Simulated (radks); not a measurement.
Results of a calculation; reference values are marked as such.
Problem. Excited configurations of La IV: one electron is placed in a higher orbital outside [Kr] 4d10 5s2 5p5. The ground configuration is [Xe]. Code: a radial shooting solver on a logarithmic mesh with Libxc functionals. Model: Dirac Kohn-Sham, PBE, spin-unpolarised, spherical densities, point nucleus; open shells are shared between the two j in proportion to 2j + 1. Excitation = E - E(ground); binding = E(ion) - E, where the ion is the core of charge +4; n* = 4/sqrt(2 binding) in atomic units, and the quantum defect is n - n*. Eigenvalue and <r> are those of j = l + 1/2.

| outer orbital | excitation (eV) | binding (eV) | n* | quantum defect | eigenvalue (eV) | <r> (bohr) |
|---|---|---|---|---|---|---|
| 5d | 21.701 | 29.188 | 2.731 | 2.269 | -24.360 | 2.352 |
| 6p | 30.048 | 20.841 | 3.232 | 2.768 | -18.011 | 3.897 |
| 6f | 41.678 | 9.211 | 4.861 | 1.139 | -7.993 | 7.554 |
| 7p | 38.652 | 12.237 | 4.218 | 2.782 | -10.795 | 6.696 |

Estimate the row for 4f.

Solution. excitation (eV) 18.575; binding (eV) 32.314; n* 2.596; quantum defect 1.404; eigenvalue (eV) -23.918; <r> (bohr) 1.207. The Delta-SCF ionisation energy is 50.889 eV (NIST Atomic Spectra Database: 50.0 eV, semi-empirical). Self-interaction in the functional shifts the binding energies and quantum defects, so they are the method's values and not measured ones. Spin polarisation and multiplet splitting are left out, so open shells lie too high by an amount that depends on their filling. Sharing an open shell by 2j + 1 raises it above the true ground level by a part of the spin-orbit splitting, which enters the differences from NIST.

Beside tabulated values, note that spin-unpolarised runs miss the spin-polarisation part of the exchange energy of open shells.
